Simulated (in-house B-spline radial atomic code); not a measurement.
## Ionising V4+ with different functionals

Computed with an all-electron radial atomic-structure program (B-spline basis): four-component Dirac-Coulomb Hamiltonian, Fermi nucleus of rms radius 3.6002 fm, spin-restricted, spherical fractional occupations for the functionals, and exact exchange of hybrids averaged over the configuration. The ionisation energy is the difference of two self-consistent energies, [Ar] 3d1 → [Ne] 3s2 3p6, without Breit or QED terms; ε is the level of the shell that loses the electron (mean over j). The electron is taken from both j subshells in proportion to 2j + 1, so the result is a j average, not the step between ground levels.

```json
{"method": "BHandHLYP", "rung": "global hybrid", "ΔSCF (eV)": "?", "-ε(3d) (eV)": "?"}
{"method": "B97-1", "rung": "global hybrid", "ΔSCF (eV)": "65.23", "-ε(3d) (eV)": "57.50"}
{"method": "CAM-B3LYP", "rung": "range-separated hybrid", "ΔSCF (eV)": "?", "-ε(3d) (eV)": "?"}
{"method": "LC-wPBE", "rung": "range-separated hybrid", "ΔSCF (eV)": "65.35", "-ε(3d) (eV)": "60.67"}
```

Q: What does BHandHLYP give?

A: ΔSCF 65.30 eV, and -ε(3d) = 60.78 eV.

Q: What does CAM-B3LYP give?

A: ΔSCF 65.41 eV, and -ε(3d) = 59.58 eV.

Q: Among the functionals, which spreads more, the ΔSCF values or the orbital energies?

A: The orbital energies: ΔSCF values span about 0.18 eV and the orbital energies 3.27 eV; here energy differences depend much less on the functional than eigenvalues do.

Q: How do they compare with the NIST value?

A: NIST lists 65.282 eV (measured, ground level to ground level). Errors run from -0.06 to +0.13 eV; BHandHLYP is closest (+0.01 eV), but part of that can be cancellation, since the calculations leave out Breit-QED terms, spin polarisation, the choice among j levels, multiplet and fine-structure energies.
